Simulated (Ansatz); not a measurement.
Frontier orbitals of CH$_{7}$GeNSi, SMILES `C1[NH][GeH2][SiH2]1`.

Z-matrix (Å, degrees):
```
C
Si 1 1.911
N 1 1.468 2 98.2
H 1 1.096 2 114.6 3 -119.2
H 1 1.100 2 110.0 3 119.7
Ge 2 2.372 1 76.7 3 -15.8
H 2 1.488 1 116.2 3 -134.5
H 2 1.487 1 114.4 3 97.3
H 3 1.010 1 115.9 2 164.5
H 6 1.541 2 124.9 1 118.9
H 6 1.550 2 119.0 1 -97.3
```

Charge 0, multiplicity 1. Correlated methods include outer-core shells of Ge, which these sets cover unevenly. Scalar relativity is left out up to krypton. All single points use the PBE0-D4/def2-TZVP geometry. Basis def2-TZVPP, Ansatz.

| functional | HOMO (eV) | LUMO (eV) | gap (eV) |
| --- | --- | --- | --- |
| PBE | -5.21 | -1.01 | 4.20 |
| B97M-V | -5.63 | -0.84 | 4.79 |
| PBE0 | -6.56 | -0.18 | 6.38 |
| r2SCAN0 | -6.74 | -0.01 | 6.73 |
| BHLYP | -7.82 | 0.67 | 8.49 |
| ωB97M-V | -8.86 | 1.48 | 10.34 |

A quarter of exact exchange (PBE0) shifts PBE's HOMO by −1.34 eV and its LUMO by +0.83 eV; full exchange at long range (ωB97M-V) shifts them by −3.65 and +2.49 eV. The gap opens from 4.20 to 10.35 eV, since occupied levels lose self-interaction and empty ones feel all the electrons. A positive LUMO is unbound and depends on the basis.
